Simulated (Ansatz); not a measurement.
C$_{2}$H$_{7}$FO$_{2}$Si (`CO[Si](C)(O)F`): the same geometry under several functionals.

```yaml
crystal:
  periodic: [false, false, false]
  atoms:
    - {symbol: C, position_ang: [0.405607, -1.618668, -1.162382]}
    - {symbol: O, position_ang: [0.755402, -0.920898, 0.011744]}
    - {symbol: Si, position_ang: [-0.179975, 0.177151, 0.769084]}
    - {symbol: C, position_ang: [-0.374323, 1.774004, -0.124155]}
    - {symbol: O, position_ang: [0.474463, 0.463372, 2.228591]}
    - {symbol: F, position_ang: [-1.630368, -0.481812, 0.927894]}
    - {symbol: H, position_ang: [0.366914, -0.947631, -2.027415]}
    - {symbol: H, position_ang: [1.168710, -2.375620, -1.349444]}
    - {symbol: H, position_ang: [-0.563695, -2.115943, -1.058970]}
    - {symbol: H, position_ang: [-1.006596, 2.457525, 0.446486]}
    - {symbol: H, position_ang: [0.596065, 2.250543, -0.275376]}
    - {symbol: H, position_ang: [-0.839966, 1.621264, -1.100488]}
    - {symbol: H, position_ang: [0.827762, -0.283298, 2.714440]}
basis:
  gaussian: {orbitals: def2-TZVPP}
hamiltonian: {xc: {name: wB97X-V}}
output: {orbitals: {seedname: orbitals}}
```

```sh
$ ansatz run in.yaml --threads 2 --pin off --events-out ev --progress --plain --max-ram 20480MiB --backend cuda --devices 0, --max-vram 18GiB
```

Output, abridged:

```
Functional definition: wB97X-V
1522 factors; their error is unknown
358 factors; integrals over basis functions are off by at most 9.3e-6 eV
mean field evaluation 1: about -16874.0040 eV, gradient 6.9e1 eV
mean field evaluation 2: about -16875.5310 eV, gradient 6.5e1 eV
mean field evaluation 4: about -16881.8120 eV, gradient 1.9e0 eV
mean field evaluation 8: about -16881.8338 eV, gradient 3.8e-2 eV
mean field evaluation 16: about -16881.8397 eV, gradient 8.9e-5 eV
mean field -16881.83972460 eV, -620.3961669571 hartree, gradient 2.9e-5 eV, S^2 0.000000; 0 other end points of the search recorded, 0 dependent functions left out
reference -16881.83972244 eV, -620.3961668776 hartree; 29, 29 occupied and 266, 266 virtual orbitals, 1522 factors
Total energy: -16881.83972244 eV, -620.3961668776 hartree
```

Hardware: 2 threads of an AMD EPYC 7R13 on a shared host and a share of an NVIDIA H100 80 GB. Wall time 2.5 s, peak host memory 0.9 GiB.

The same input with `hamiltonian: {xc: {name: B2PLYP}}` (abridged; 2.4 s):

```
Functional definition: B2PLYP
mean field evaluation 16: about -16866.2553 eV, gradient 1.1e-4 eV
mean field -16866.25525890 eV, -619.8234484063 hartree, gradient 2.1e-6 eV, S^2 0.000000
10 core orbitals not correlated: weight in the atoms' cores, before any rotation towards them, 1.000 or more for the frozen orbitals, at most 0.000 for the correlated occupied ones
second order -38.79093314 eV of doubles, -0.00000000 eV of singles
Total energy: -16876.72899407 eV, -620.2083510742 hartree
```

The same input with `hamiltonian: {xc: pbe, dispersion: d4}` and forces (abridged; 2.4 s):

```
Functional definition: PBE
mean field evaluation 16: about -16871.7223 eV, gradient 7.0e-3 eV
mean field -16871.72228722 eV, -620.0243579912 hartree, gradient 2.6e-5 eV, S^2 0.000000
Total energy: -16871.99098560 eV, -620.0342324746 hartree
Atom 0 force    -0.052226    -0.109456    -0.182743 eV/Å
Atom 1 force     0.475930    -0.117446     0.154037 eV/Å
Atom 2 force     0.031099     0.289923    -0.161863 eV/Å
Atom 3 force     0.015753     0.012595     0.016508 eV/Å
Atom 4 force     0.085358     0.464894     0.273703 eV/Å
Atom 5 force    -0.623369    -0.257221     0.061630 eV/Å
Atom 6 force    -0.013946     0.128204    -0.208435 eV/Å
Atom 7 force     0.158136    -0.172701    -0.059463 eV/Å
Atom 8 force    -0.211599    -0.121056    -0.002882 eV/Å
Atom 9 force    -0.119376     0.141032     0.095371 eV/Å
Atom 10 force     0.175863     0.101714    -0.036066 eV/Å
Atom 11 force    -0.085683    -0.022943    -0.181465 eV/Å
Atom 12 force     0.164060    -0.337540     0.231668 eV/Å
Dipole moment:     0.147575    -0.086942    -0.228030 e Å
```
